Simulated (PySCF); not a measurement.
CH$_{4}$N (SMILES [CH2]N), doublet, at a GFN2-xTB geometry; MP2/def2-SVPD (PySCF).

PySCF was given this input:
```python
from pyscf import gto, scf, mp

mol = gto.Mole()
mol.atom = '''
    C     0.11969841    0.72071728   -0.00763830
    N    -0.08484190   -0.65766184    0.00683957
    H    -0.51938453   -1.00090422    0.85240262
    H    -0.52837018   -1.01721263   -0.82720202
    H     0.46666690    1.15768540    0.90941225
    H     0.45679066    1.13976065   -0.93666007
'''
mol.basis = 'def2-svpd'
mol.spin = 1
mol.verbose = 4
mol.build()

mf = scf.UHF(mol)
mf.kernel()

pt = mp.MP2(mf)
pt.kernel()
print('E(MP2) = %.10f' % pt.e_tot)
```

### Question
What does PySCF print? Leave out banner, timings and long lists.

### Answer

```
PySCF version 2.14.0

[INPUT] verbose = 4
[INPUT] num. atoms = 6
[INPUT] num. electrons = 17
[INPUT] charge = 0
[INPUT] spin (= nelec alpha-beta = 2S) = 1
[INPUT] symmetry False subgroup None
[INPUT] Mole.unit = angstrom
[INPUT] Symbol           X                Y                Z      unit          X                Y                Z       unit  Magmom
[INPUT]  1 C      0.119698410000   0.720717280000  -0.007638300000 AA    0.226197212446   1.361958272441  -0.014434295057 Bohr   0.0
[INPUT]  2 N     -0.084841900000  -0.657661840000   0.006839570000 AA   -0.160327954888  -1.242800760178   0.012924914110 Bohr   0.0
[INPUT]  3 H     -0.519384530000  -1.000904220000   0.852402620000 AA   -0.981494515036  -1.891434852721   1.610807499662 Bohr   0.0
[INPUT]  4 H     -0.528370180000  -1.017212630000  -0.827202020000 AA   -0.998474932587  -1.922253281149  -1.563185267487 Bohr   0.0
[INPUT]  5 H      0.466666900000   1.157685400000   0.909412250000 AA    0.881872632400   2.187708344408   1.718540086824 Bohr   0.0
[INPUT]  6 H      0.456790660000   1.139760650000  -0.936660070000 AA    0.863209243659   2.153835476056  -1.770031004116 Bohr   0.0

nuclear repulsion = 37.2572990522892
number of shells = 32
number of NR pGTOs = 100
number of NR cGTOs = 72
basis = def2-svpd
ecp = {}

******** <class 'pyscf.scf.uhf.UHF'> ********
method = UHF
initial guess = minao
damping factor = 0
level_shift factor = 0
DIIS = <class 'pyscf.scf.diis.CDIIS'>
diis_start_cycle = 1
diis_space = 8
diis_damp = 0
SCF conv_tol = 1e-09
SCF conv_tol_grad = None
SCF max_cycles = 50
direct_scf = True
direct_scf_tol = 1e-13
number electrons alpha = 9  beta = 8
Set gradient conv threshold to 3.16228e-05
init E= -94.5806427317354

cycle= 1 E= -94.4978089769288  delta_E= 0.0828  |g|= 0.191  |ddm|= 1.74
cycle= 2 E= -94.5256763882642  delta_E= -0.0279  |g|= 0.0619  |ddm|= 0.322
cycle= 3 E= -94.5294973568643  delta_E= -0.00382  |g|= 0.027  |ddm|= 0.16
cycle= 4 E= -94.5304291422273  delta_E= -0.000932  |g|= 0.0141  |ddm|= 0.0589
cycle= 5 E= -94.5308121820743  delta_E= -0.000383  |g|= 0.00694  |ddm|= 0.0514
cycle= 6 E= -94.5309478745108  delta_E= -0.000136  |g|= 0.00307  |ddm|= 0.0357
cycle= 7 E= -94.5309679308011  delta_E= -2.01e-05  |g|= 0.00122  |ddm|= 0.0181
cycle= 8 E= -94.5309710266124  delta_E= -3.1e-06  |g|= 0.000501  |ddm|= 0.00838
cycle= 9 E= -94.530971559195  delta_E= -5.33e-07  |g|= 0.000181  |ddm|= 0.00343
cycle= 10 E= -94.5309716245395  delta_E= -6.53e-08  |g|= 7.21e-05  |ddm|= 0.000787
cycle= 11 E= -94.5309716353161  delta_E= -1.08e-08  |g|= 2.23e-05  |ddm|= 0.000285
cycle= 12 E= -94.530971636292  delta_E= -9.76e-10  |g|= 6.29e-06  |ddm|= 6.75e-05
Extra cycle  E= -94.5309716363438  delta_E= -5.18e-11  |g|= 3.51e-06  |ddm|= 2.2e-05
converged SCF energy = -94.5309716363438  <S^2> = 0.76195684  2S+1 = 2.0119213

******** <class 'pyscf.mp.ump2.UMP2'> ********
nocc = (np.int64(9), np.int64(8)), nmo = (72, 72)
E(UMP2) = -94.8493611904324  E_corr = -0.318389554088634
E(SCS-UMP2) = -94.8472081807755  E_corr = -0.316236544431781
E_corr(same-spin) = -0.0759587543937452
E_corr(oppo-spin) = -0.242430799694888
E(MP2) = -94.8493611904
```
